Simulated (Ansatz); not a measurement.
Ansatz (an electronic-structure program) input (B3LYP/LANL2DZ): The .json file is the Basis Set Exchange's LANL2DZ.

Ansatz 0.2 input:
```yaml
crystal:
  periodic: [false, false, false]
  atoms:
    - {symbol: V, position_ang: [0.00000000, 0.00000000, 0.00000000]}
basis:
  gaussian:
    orbitals: LANL2DZ.json
hamiltonian:
  xc: {name: B3LYP}
total_charge: -1
magnetization: {spin_polarized: true, initial_magnetization: 4}
scf: {lower_state_search: full}
```

Predict the final energy.

-71.24406 Eh.
